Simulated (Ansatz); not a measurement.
Species: sum formula Si2H4Cl (charge -1, singlet). It need not be the lowest isomer of its formula. Whether it binds its extra electron was not tested at this geometry. 
Geometry from a B3LYP-D3(BJ)/def2-TZVP (Ansatz, a first-principles code) optimisation:
SMILES: [SiH-](Cl)[SiH3]
```xyz
7

Si    -1.7262     0.3402     0.2469
Si     0.4600     0.8081    -0.6031
Cl     1.4097    -1.0862     0.1813
H     -2.6298     1.5418     0.1276
H     -1.9109    -0.0990     1.6727
H     -2.4663    -0.7116    -0.5303
H      0.7693     1.6576     0.6360
```
Charge -1, spin multiplicity 1.

Total electronic energies in hartree. Correlated levels leave the core frozen unless marked. Spin-orbit coupling is left out. No relativistic terms. Basis-set limits of correlation are two-point, X^-3; Hartree-Fock from the larger set.

| level | program | energy (Eh) |
|---|---|---|
| HF/cc-pV(T+d)Z | Ansatz | -1039.78825 |
| HF/cc-pV(5+d)Z | Ansatz | -1039.80163 |
| RI-HF/cc-pV(T+d)Z | Ansatz | -1039.78819 |
| B97M-V/def2-TZVPD | Ansatz | ___ |
| PBE0/6-31G* | Ansatz | -1041.20215 |
| LC-wPBE-D3(BJ)/def2-TZVPD | Ansatz + dftd3 | -1041.38594 |
| B2PLYP-D4/def2-TZVPD | Ansatz + dftd4 | -1041.31375 |
| RPA@PBE/cc-pV(T+d)Z | Ansatz | -1040.58037 |
| MP2/cc-pV(T+d)Z | Ansatz | -1040.23966 |
| MP2/cc-pwCVTZ | Ansatz | -1040.24630 |
| RI-MP2/aug-cc-pV(Q+d)Z | Ansatz | -1040.29783 |
| SCS-MP2/6-31G | Ansatz | -1039.75036 |
| SCS-MP2/aug-cc-pV(T+d)Z | Ansatz | -1040.26665 |
| CCSD(T)/aug-cc-pV(D+d)Z | Ansatz | -1040.20510 |
| CCSD(T)/CBS(aug-cc-pV(T+d)Z,aug-cc-pV(Q+d)Z) | Ansatz | -1040.3948 |

Problem. Some entries are withheld; supply them.

Solution. 
- B97M-V/def2-TZVPD, energy (Eh): -1041.42907
